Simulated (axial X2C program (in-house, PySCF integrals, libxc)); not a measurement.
# RbNb along the bond: B3LYP, without spin–orbit coupling

Calculated with an axial X2C code built on PySCF integrals. Spin-free means the one-electron spin-free X2C Hamiltonian. Basis: Nb dyall-cv3z [11s12p9d5f3g], Rb dyall-cv3z [12s13p8d4f1g] (cores contracted in-house); Gaussian nuclei, density fitting, unrestricted open shells. Masses: Nb 92.906 u, Rb 84.912 u.

State: M_S = 2, Λ = 0 (beyond evenly filled blocks: π+α, π-α, δ+α, δ-α). Dipoles are positive if Rb is the positive end.

Results along the bond:

| R (Å) | μ (D) | HOMO (eV) | LUMO (eV) | ⟨S²⟩ |
| --- | --- | --- | --- | --- |
| 3.320 | 5.862 | -3.34 | -1.67 | 6.084 |
| 3.429 | 6.013 | -3.29 | -1.70 | 6.095 |
| 3.539 | 6.161 | -3.25 | -1.72 | 6.109 |
| 3.648 | 6.301 | -3.23 | -1.75 | 6.126 |
| 3.776 | 6.446 | -3.20 | -1.79 | 6.149 |
| 3.903 | 6.567 | -3.19 | -1.82 | 6.177 |
| 4.067 | 6.680 | -3.19 | -1.86 | 6.218 |

The state is a single determinant with fixed occupations, the lowest that a limited PBE0 search found. Other states lie close and PBE0, whose exact exchange favours high spin, may order them wrongly; the determinant shown need not be the ground state. The nearest other spin-free determinant of the search, M_S = 2, Λ = 2, lies 0.04 eV up at the distance of the search. The determinant is spin-polarised beyond a pure state at some levels (its spin-free form has ⟨S²⟩ too high), which makes Re and μ there less reliable.
